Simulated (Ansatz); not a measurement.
Start from `C1[O][GaH][S]1` and change one element to get `B1OCS1`.

Ansatz, PBE0-D4/def2-TZVP geometries, multiplicity 1. 

Scalar relativity is left out up to krypton.

```csv
property,`C1[O][GaH][S]1`
HOMO energy (PBE/def2-TZVPP) / eV,-6.06
HOMO–LUMO gap (PBE0/def2-TZVPP) / eV,6.11
HOMO–LUMO gap (ωB97M-V/def2-TZVPP) / eV,9.96
size of the dipole moment (PBE/def2-TZVPP) / D,1.00
HOMO energy (ωB97M-V/def2-TZVPP) / eV,-9.37
HOMO–LUMO gap (B3LYP/def2-TZVPP) / eV,5.63
```

Question: What does the change do to each property? (An estimate is asked.)

Answer: The calculation gave: 
| property | `B1OCS1` | shift |
| --- | --- | --- |
| HOMO energy (PBE/def2-TZVPP) / eV | -6.46 | -0.40 |
| HOMO–LUMO gap (PBE0/def2-TZVPP) / eV | 7.42 | 1.31 |
| HOMO–LUMO gap (ωB97M-V/def2-TZVPP) / eV | 11.51 | 1.55 |
| size of the dipole moment (PBE/def2-TZVPP) / D | 1.26 | 0.26 |
| HOMO energy (ωB97M-V/def2-TZVPP) / eV | -9.85 | -0.48 |
| HOMO–LUMO gap (B3LYP/def2-TZVPP) / eV | 6.95 | 1.32 |

With PBE0 the HOMO falls by 0.46 eV and the LUMO rises by 0.86 eV, so the gap widens by about 1.32 eV. PBE moves the HOMO by -0.40 eV and ωB97M-V by -0.48 eV. Dipoles are sizes alone; their direction can turn.

B3LYP here is the variant with VWN-RPA as its local correlation; programs differ in this.
